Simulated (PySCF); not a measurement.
GaI3, SMILES [I][Ga]([I])[I] (connectivity only; charge and spin as stated), charge +1, multiplicity 2.

Geometry: PBE-D3(BJ)/def2-SVP. The multiplicity is an assumed one; no other spin state was optimised. The isomer is the one that the SMILES or the coordinates give; other isomers of the formula were not compared. The def2 effective core potentials stand for the cores of I; spin–orbit coupling is left out.

These are PBE-D3(BJ)/def2-SVP (PySCF) values and carry that method's errors.

Frequencies are harmonic and unscaled.

Modes within 1.5 cm⁻¹ of each other (mostly degenerate sets) share a row, with their intensities summed.

Task: Estimate the vibrational spectrum. (Estimate from the structure and the level; the computed values follow.)

Result: 
```csv
mode,ν (cm⁻¹),IR (km/mol),moving atoms (share of kinetic energy)
1–2,28,0.1,"I 86 %, Ga 14 %"
3,74,0.8,"Ga 85 %, I 15 %"
4,150,0.0,I 100 %
5–6,252,0.0,"Ga 70 %, I 30 %"
```
